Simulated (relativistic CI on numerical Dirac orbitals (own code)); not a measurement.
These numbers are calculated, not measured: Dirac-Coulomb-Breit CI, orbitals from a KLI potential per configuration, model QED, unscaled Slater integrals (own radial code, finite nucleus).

The strongest absorption lines from the ground level of an ion, among the configurations computed and to levels below about 457 eV (vacuum wavelength in nm, gf): 5.1962 (0.13), 5.2351 (0.32), 5.4287 (1.1), 5.4365 (1.6), 5.4434 (0.56), 7.0893 (0.41), 7.1830 (0.3), 7.1834 (0.17).

(1) Which ion is it?
A. La⁴¹⁺
B. Sb³⁵⁺
C. Cd³²⁺
D. Sb³³⁺

Answers

(1) B. Sb³⁵⁺ has 16 electrons and the ground level 3s2 3p4 3P_2; the strongest line goes to 3s2 3p3 3d 3D°_3. The pattern of lines fixes the number of electrons, and along that sequence the line energies rise steadily with the charge (about as its square where n changes within one kind of shell, about linearly where n is kept but much faster in heavy ions where fine structure, which grows about as Z⁴, sets the gap, and irregularly where shells cross), which fixes Z. Configurations outside the model, such as inner-shell arrays, can give stronger lines. At this charge energies of transitions that change n are usually good to better than 1 %, and those within a shell (Δn = 0) to a few per cent.

LS names give the leading component of a level, which can be under half, so a name can repeat, a term be missing and a line seem to break the LS rules.
